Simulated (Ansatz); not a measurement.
input.yaml

```yaml
crystal:
  periodic: [false, false, false]
  atoms:
    - { symbol: Si, position_ang: [-1.1742, -0.1075, -0.2494] }
    - { symbol: "N", position_ang: [0.2492, -1.3849, -1.1809] }
    - { symbol: H, position_ang: [-2.1376, -1.1271, -0.6575] }
    - { symbol: H, position_ang: [-1.9708, 0.5369, 0.8539] }
    - { symbol: Si, position_ang: [-0.1611, 1.6921, -1.2784] }
    - { symbol: H, position_ang: [0.5203, -1.4769, 0.1262] }
    - { symbol: O, position_ang: [-0.0125, -1.0182, 1.1961] }
    - { symbol: C, position_ang: [0.7054, -0.2182, 2.0737] }
    - { symbol: H, position_ang: [-0.0155, -2.2917, -1.5376] }
    - { symbol: H, position_ang: [1.0539, -1.0459, -1.6897] }
    - { symbol: H, position_ang: [1.2211, 1.9531, -0.8395] }
    - { symbol: H, position_ang: [-0.0786, 1.5538, -2.738] }
    - { symbol: H, position_ang: [-0.891, 2.9427, -1.0436] }
    - { symbol: H, position_ang: [1.3592, 0.4882, 1.546] }
    - { symbol: H, position_ang: [0.0126, 0.3559, 2.6976] }
    - { symbol: H, position_ang: [1.3195, -0.8522, 2.7212] }
magnetization:
  spin_polarized: true
basis:
  gaussian: { orbitals: STO-3G }
hamiltonian:
  xc: cam_b3lyp
md:
  timestep: 0.5
  n_steps: 150
  ensemble: nve
  temperature: 600.0
  initial_velocities: maxwell_boltzmann
  seed: 795282
```

Launched with:

```bash
$ ansatz run input.yaml --threads 1 --pin off --max-ram 2048MiB --backend cpu --events-out ev --progress --plain --runs-dir out
```

Hardware: 1 thread of Intel(R) Xeon(R) 6975P-C (Granite Rapids) (shared host).

Problem. Roughly how long does this run take, and how much memory?

Solution. 8.2 min, with a peak of 0.21 GiB, for 151 ionic steps.
